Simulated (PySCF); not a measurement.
Excitation energy of Mo⁺ by level of theory

Mo⁺ [Kr] 4d5 (6S) → Mo⁺ [Kr] 4d4 5p1 (high-spin determinant), as a difference of total energies. All numbers are calculated (PySCF 2.14, scalar relativity through the core potential, in def2-TZVPPD with the def2 core potential (28 electrons)). Correlated levels: valence: 4s2 4p6 frozen; valence and next inner shell: nothing frozen outside the core potential. The calculations carry no spin-orbit coupling.

```tsv
method	excitation energy (eV)
UHF	5.593
LDA	5.880
PBE	5.792
PBE0	5.889
r2SCAN	5.849
BP86	5.754
wB97M-V	5.865
B3LYP	5.749
CAM-B3LYP	5.830
MP2 (valence)	5.948
SCS-MP2 (valence)	5.711
MP2 (valence and next inner shell)	6.069
SCS-MP2 (valence and next inner shell)	5.875
```

Question: How much does correlation contribute at MP2 (valence and next inner shell)?

Answer: 6.069 − (5.593) = 0.476 eV, measured against UHF.

The determinant of the upper state mixes LS terms, which raises its energy above the lowest term, most at the Hartree-Fock and MP2 levels.
